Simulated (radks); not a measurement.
Spherical quantum dot in the effective-mass picture: electrons in a well V = -V0 / (1 + exp((r - R)/a)) with V0 = 5.83, R = 8.49, a = 0.85, all in effective atomic units (hartree* = m*/eps^2 hartree, bohr* = eps/m* bohr), one dielectric constant everywhere. Calculated with a radial shooting solver with Libxc functionals: non-relativistic Kohn-Sham, PBE, spin-polarised, spherical densities. Levels are named by radial order and angular momentum (1s, 1p, 1d, 2s, ...), and open shells are averaged over m. Results are scaled to m* = 0.431 and eps = 17.3, for which hartree* = 39.19 meV and bohr* = 2.124 nm.

N = 10, configuration 1s2 1p6 1d(up 2, down 0). This is the lowest configuration that the search found. Occupied and some empty levels:

level,occupation,eigenvalue (meV),<r> (nm)
1s up,1,-155.02,9.951
1s down,1,-154.42,9.802
1p up,3,-152.84,10.48
1p down,3,-152.16,10.39
1d up,2,-149.23,10.97
1d down,0,-148.47,10.92
1f up,0,-144.44,11.40
1f down,0,-143.63,11.37
2s up,0,-142.02,7.781
2s down,0,-141.82,7.799
2p up,0,-136.53,9.027
2p down,0,-136.22,9.025

Energy (meV): total -1864.42, kinetic 65.173, external -2218.9, Hartree 363.44, exchange-correlation -74.186.

Electron density:

r (nm),n(r) (e/nm^3)
0.428,0.0001064
1.50,0.0001310
2.58,0.0001890
3.65,0.0002881
4.73,0.0004360
5.80,0.0006342
6.88,0.0008690
7.95,0.001100
9.03,0.001260
10.1,0.001269
11.2,0.001083
12.2,0.0007470
13.3,0.0003923
14.4,0.0001522
15.5,0.00004236
16.5,8.092e-06
17.6,1.044e-06
18.7,9.494e-08
19.8,6.420e-09
20.8,3.553e-10
